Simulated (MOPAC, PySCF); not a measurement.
[Zn(Cl)2], neutral singlet in the gas phase. 

Cartesian coordinates (Å):
```xyz
3

Zn     0.0000     0.0000     0.0000
Cl     0.8300     1.8609     0.4613
Cl    -0.8300    -1.8609    -0.4613
```
Charge 0, multiplicity 1.

All levels are single points at this geometry (r2SCAN-D4/def2-SVP); Pople sets use spherical d functions. Orbital energies aren't observables, and empty levels follow the basis.

| level | HOMO (eV) | LUMO (eV) | gap (eV) | dipole (D) | vertical IE, Delta-SCF (eV) |
|---|---|---|---|---|---|
| PBE-D3(BJ)/def2-TZVP in PySCF | -7.75 | -2.61 | 5.14 | 0.00 | – |
| TPSSh-D3(BJ)/def2-TZVP in PySCF | -8.39 | -2.06 | 6.33 | 0.00 | – |
| B3LYP/3-21G in PySCF | -8.82 | -2.11 | 6.72 | 0.00 | – |
| B3LYP/6-311+G** (LANL2DZ on Zn) in PySCF | -8.97 | -2.30 | 6.67 | 0.00 | – |
| B3LYP/6-31G* (LANL2DZ on Zn) in PySCF | -8.87 | -2.26 | 6.61 | 0.00 | 11.65 |
| B3LYP/LANL2DZ in PySCF | -8.94 | -2.50 | 6.44 | 0.00 | – |
| SVWN5/6-31G* (LANL2DZ on Zn) in PySCF | -7.92 | -3.07 | 4.85 | 0.00 | – |
| HF/3-21G in PySCF | -12.54 | 0.77 | 13.31 | 0.00 | – |
| HF/6-31G* (LANL2DZ on Zn) in PySCF | -12.46 | 1.12 | 13.58 | 0.00 | 12.20 |
| AM1 in MOPAC | -12.17 | -1.16 | 11.01 | 0.00 | – |
| PM3 in MOPAC | -10.94 | -1.86 | 9.08 | 0.00 | – |
| PM6 in MOPAC | -11.40 | -1.47 | 9.93 | 0.00 | – |
| PM7 in MOPAC | -11.27 | 0.33 | 11.60 | 0.00 | – |
